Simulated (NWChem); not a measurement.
SiH₂Cl₂; SMILES [SiH2](Cl)Cl

```xyz
5

Si     0.0000     0.0000    -0.7573
Cl    -1.6840     0.0000     0.4220
Cl     1.6840     0.0000     0.4220
H      0.0000     1.2330    -1.5819
H      0.0000    -1.2330    -1.5819
```
Atoms are numbered in this order, from 1.

Level: PBE0/def2-SVP (NWChem), optimised geometry, unscaled harmonic frequencies. 

```json
[
 {"frequency (cm⁻¹)": "186", "IR intensity (km/mol)": "3.5"},
 {"frequency (cm⁻¹)": "536", "IR intensity (km/mol)": "46.8"},
 {"frequency (cm⁻¹)": "596", "IR intensity (km/mol)": "42.7"},
 {"frequency (cm⁻¹)": "602", "IR intensity (km/mol)": "115.0"},
 {"frequency (cm⁻¹)": "708", "IR intensity (km/mol)": "0.0"},
 {"frequency (cm⁻¹)": "889", "IR intensity (km/mol)": "262.7"},
 {"frequency (cm⁻¹)": "949", "IR intensity (km/mol)": "122.2"},
 {"frequency (cm⁻¹)": "2281", "IR intensity (km/mol)": "64.1"},
 {"frequency (cm⁻¹)": "2294", "IR intensity (km/mol)": "100.4"}
]
```

- zero-point energy = 12.9 kcal/mol
- thermal correction to the enthalpy at 298.15 K (with zero-point energy) = 16.1 kcal/mol
- heat capacity Cv = 12.8 cal/(mol K)
- entropy at 298.15 K and 1 atm (symmetry number 2) = 68.5 cal/(mol K)
- dipole moment = 1.34 D

Rigid rotor and harmonic oscillator.
